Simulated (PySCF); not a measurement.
Species: C₃H₈AsB.
SMILES: `[AsH2]BC1CC1`

Vertical excitations from PySCF (density fitting, frozen core in the response, grid level 2 and gas phase unless stated; continuum runs use non-equilibrium linear response for the excitations) on a GFN2-xTB geometry. Reference run:

```csv
settings,"S1, eV (f)","S2, eV (f)","S3, eV (f)","S4, eV (f)","S5, eV (f)","S6, eV (f)","T1, eV (Tamm–Dancoff)",mean α (au)
"CAM-B3LYP/def2-SVPD, full TDDFT, 8 singlets",4.78 (0.051),6.20 (0.054),6.22 (0.124),6.50 (0.035),6.64 (0.095),6.96 (0.128),4.03,82.3
```

Question: What do these settings give: PBE0/def2-SVPD, grid level 4, TDA, 1 singlet?

Answer: 
| settings | S1, eV (f) | S2, eV (f) | S3, eV (f) | S4, eV (f) | S5, eV (f) | S6, eV (f) | T1, eV (Tamm–Dancoff) | mean α (au) |
| --- | --- | --- | --- | --- | --- | --- | --- | --- |
| PBE0/def2-SVPD, grid level 4, TDA, 1 singlet | 4.70 (0.073) | – | – | – | – | – | 3.80 | 83.5 |

S1 moves by -0.08 eV; functional and response scheme change together, so the shift can't be laid on one. States are counted by energy in each run and needn't keep their character from row to row.

Question: Which orbital pairs make up S1 in each run, and how does it sit against the orbital gap?

Answer: 
```csv
settings,S1 configurations (weight),S1 (eV),orbital gap (eV),S1 − gap (eV)
"CAM-B3LYP/def2-SVPD, full TDDFT, 8 singlets",H→L 0.89,4.78,8.21,-3.43
"PBE0/def2-SVPD, grid level 4, TDA, 1 singlet",H→L 0.91,4.70,5.85,-1.15
```

 Relativistic effects, spin–orbit coupling among them, are left out although an element past zinc is present.

Conformer computed: `[AsH2:1][BH:2][CH:3]1[CH2:4][CH2:5]1`: As1–B2–C3–C4 -143°, H–As1–B2–C3 -130°, H–As1–B2–C3 -39°.

One conformer stands for the species.
